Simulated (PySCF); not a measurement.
CH₆N₂Si₂, SMILES N[Si@H]1C=N[SiH2]1.

The structure is a stationary point at B3LYP-D3(BJ)/def2-SVP. The structure was generated by enumeration; whether it is a known compound was not checked. Other conformers were not sampled.

Two levels are set side by side: TDDFT-PBE/def2-SVPD (PySCF) and TDDFT-PBE0/def2-SVPD (PySCF). Vertical, same geometry. The lowest singlet is HOMO→LUMO 99 % with PBE and HOMO→LUMO 96 % with the other functional; states are paired by order. Differences are taken from unrounded values.

| quantity | TDDFT-PBE |
|---|---|
| lowest singlet excitation (eV) | 3.37 |
| lowest triplet excitation (TDA) (eV) | 2.68 |

**Question.** These are the TDDFT-PBE values. What does TDDFT-PBE0 give? (The exact figures need the calculation; the answer reports its results.)

**Answer.** 
```json
[
 {"quantity": "lowest singlet excitation (eV)", "TDDFT-PBE0": "3.57", "TDDFT-PBE minus TDDFT-PBE0": "-0.19"},
 {"quantity": "lowest triplet excitation (TDA) (eV)", "TDDFT-PBE0": "2.80", "TDDFT-PBE minus TDDFT-PBE0": "-0.12"}
]
```

A lower first singlet is the usual sign of a functional without exact exchange. Differences between two approximate levels are no errors against the true value.

Rough cost on one machine, each run with all the roots and properties that it gave: TDDFT-PBE0 against TDDFT-PBE about 4 times.
